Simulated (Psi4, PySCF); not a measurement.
C4H5 (SMILES [C]1=CCC1), doublet, at a GFN2-xTB geometry, atoms displaced at random by about 0.03 Å a coordinate. Base run: PBE/6-31G, gradient (PySCF).

PySCF was given this input:
```python
from pyscf import gto, scf, dft

mol = gto.M(
    atom='''
C    -0.029625   -0.687830    0.873846
C     0.001557    0.644591    0.812653
C     0.036129   -0.863966   -0.634527
C     0.018125    0.716798   -0.574322
H     0.000200    1.392341    1.653595
H    -0.877027   -1.326780   -1.098650
H     0.857881   -1.321157   -1.052640
H     0.909346    1.169297   -1.029411
H    -0.859662    1.116752   -1.079394
''',
    basis='6-31g',
    charge=0,
    spin=1,
    verbose=4,
)

mf = dft.UKS(mol)
mf.xc = 'pbe'
mf.kernel()
g = mf.nuc_grad_method()
grad = g.kernel()
```

Programs used: Psi4, PySCF; a row that names a program was run with it.

The coordinate followed is z of atom 9.

Variants of this job, named by their change:

```json
[
 {"change": "base", "dE/dx (Eh/bohr)": "0.004179", "net force (Eh/bohr)": "0.000012"},
 {"change": "grids.level = 0; grid_response = off", "dE/dx (Eh/bohr)": "0.004353", "net force (Eh/bohr)": "0.003291"},
 {"change": "grids.level = 1; grid_response = on", "dE/dx (Eh/bohr)": "0.004169", "net force (Eh/bohr)": "0.000000"},
 {"change": "finite difference step (bohr) = 0.2; conv_tol = 1e-11", "dE/dx (Eh/bohr)": "0.004110", "net force (Eh/bohr)": "-"},
 {"change": "finite difference step (bohr) = 1e-4; conv_tol = 1e-11", "dE/dx (Eh/bohr)": "0.004179", "net force (Eh/bohr)": "-"},
 {"change": "density fitting = on", "dE/dx (Eh/bohr)": "0.004172", "net force (Eh/bohr)": "0.000012"},
 {"change": "finite difference step (bohr) = 0.01; conv_tol = 1e-11", "dE/dx (Eh/bohr)": "0.004179", "net force (Eh/bohr)": "-"},
 {"change": "density fitting = on; auxbasis_response = off", "dE/dx (Eh/bohr)": "0.004191", "net force (Eh/bohr)": "0.000111"},
 {"change": "finite difference step (bohr) = 0.05; conv_tol = 1e-11", "dE/dx (Eh/bohr)": "0.004175", "net force (Eh/bohr)": "-"},
 {"change": "code = psi4", "dE/dx (Eh/bohr)": "0.004181", "net force (Eh/bohr)": "0.000018"},
 {"change": "grids.level = 5; grid_response = on", "dE/dx (Eh/bohr)": "0.004179", "net force (Eh/bohr)": "0.000000"},
 {"change": "finite difference step (bohr) = 1e-3; conv_tol = 1e-11", "dE/dx (Eh/bohr)": "0.004179", "net force (Eh/bohr)": "-"}
]
```

The net force is zero for an exact gradient.

Open shells are given as the SCF converged; they aren't shown to be the lowest states, and a large step between rows can be another state.
